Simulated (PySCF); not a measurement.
Species: C3H9FSi4.
Atom-mapped SMILES: `[CH3:1][C:2]#[C:3][Si@H:4]1[SiH2:5][Si@@H:6]([F:7])[SiH2:8]1`

Probes without a nucleus sit at each ring's centroid and 1 Å off its mean plane on both sides; NICS is minus the shielding there, NICSzz its component along the normal. Level: GIAO PBE0/pcSseg-1 (PySCF, non-relativistic, gas phase) on the GFN2-xTB geometry, one conformer.

Ring bond lengths (Å), with Mayer bond orders in brackets: Si4–Si5 2.374 (0.84), Si5–Si6 2.352 (0.85), Si6–Si8 2.352 (0.85), Si8–Si4 2.374 (0.84).

Q: Give the NICS values of each ring in ppm.

A: 
```json
{"ring": "Si4–Si5–Si6–Si8", "type": "4-membered ring with 4 Si; formal bonds all single", "NICS(0)": "3.9", "NICS(1), two faces": "-1.4 / 1.2", "NICS(1)zz, two faces": "3.5 / 7.7", "rms pucker (Å)": "0.03", "centre to ring atoms, mean (Å)": "1.67"}
```

Q: What do they say, and how far can they be read as aromaticity?

A: 
- Si4–Si5–Si6–Si8: mean NICS(1)zz 5.6 ppm, deshielded. Si4, Si5, Si6, Si8 have four or more neighbours, and the NICS criterion for π rings isn't applied. The two faces differ by 4.2 ppm, so no symmetry operation interchanges them.

Q: What is the mean of the two in-plane components of NICS at the first NICS(1) probe listed for ring Si4–Si5–Si6–Si8, 1 Å off the ring?

A: The isotropic value is a third of the trace: (3 × -1.4 − (3.5))/2 = -3.8 ppm.

Q: List the ring angles and the Hirshfeld charges of the ring atoms.

A: 
- Si4–Si5–Si6–Si8: Si4 90.5° (+0.193 e), Si5 88.8° (+0.144 e), Si6 91.6° (+0.270 e), Si8 88.8° (+0.144 e); sum 359.8° against 360° for a flat convex ring.

Q: How shielded are the nuclei of the rings and their hydrogens (means over atoms taken as equivalent)?

A: 
```csv
atoms,environment,σ isotropic (ppm),"principal values of the symmetric part, first atom (ppm)"
Si4,SiH silicon,433.0,"398.1, 433.0, 468.0"
Si5 (×2),SiH2 silicon,427.8,"357.4, 427.2, 499.2"
Si6,fluorine-bound silicon,285.1,"181.5, 293.4, 380.4"
H on Si4,Si–H hydrogen,26.72,"23.0, 25.4, 31.7"
H on Si5 (×2),Si–H hydrogen,27.20,"23.8, 25.3, 32.5"
H on Si5 (×2),Si–H hydrogen,27.58,"24.3, 25.6, 32.9"
H on Si6,Si–H hydrogen,24.93,"21.8, 23.9, 29.0"
```
